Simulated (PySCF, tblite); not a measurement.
Isomers of C3H10S2Si, one GFN2-xTB conformer each. Single-point energies are computed at PBE0/pcSseg-1 (PySCF, gas phase, no added dispersion term), electronic only.

Question: Rank them by PBE0/pcSseg-1 energy, lowest first (kcal/mol).
A. `[CH3:1][CH2:2][Si@@H:3]([SH:4])[S:5][CH3:6]` with C1–C2–Si3–S4 55°, C2–Si3–S4–H 135°, C2–Si3–S5–C6 60°
B. `[CH3:1][CH2:2][S:3][SiH2:4][S:5][CH3:6]` with C1–C2–S3–Si4 -78°, C2–S3–Si4–S5 -48°, S3–Si4–S5–C6 -56°

Answer: A (0.0), B (7.2).

As drawn, the lower has an S–H bond and an Si–C bond, which the higher lacks. GFN2-xTB itself gives, in the same order: 3.3, 0.0. GFN2-xTB puts CCS[SiH2]SC lowest instead.

Q: Which frontier levels, dipoles and rotational constants go with these structures?

A: 
```tsv
SMILES	HOMO (eV, PBE0/pcSseg-1)	LUMO (eV)	dipole (D)	A, B, C (MHz)
CC[Si@@H](S)SC	-6.94	-0.08	2.61	2223, 1264, 858.4
CCS[SiH2]SC	-7.01	0.10	0.84	2602, 1115, 1059
```

Q: What happens when harmonic zero-point energies from GFN2-xTB frequencies are added?

A: 
```csv
SMILES,ZPE (kcal/mol),electronic (kcal/mol),with ZPE (kcal/mol)
CC[Si@@H](S)SC,76.1,0.0,0.0
CCS[SiH2]SC,76.5,7.2,7.7
```

The zero-point energies span 0.4 kcal/mol. The order is unchanged.

Q: As an exercise, what shares would exp(−E/RT) give at 2000 K from these electronic energies alone (no entropy, no degeneracies)?

A: RT = 3.974 kcal/mol: CC[Si@@H](S)SC 86.0 %, CCS[SiH2]SC 14.0 %.
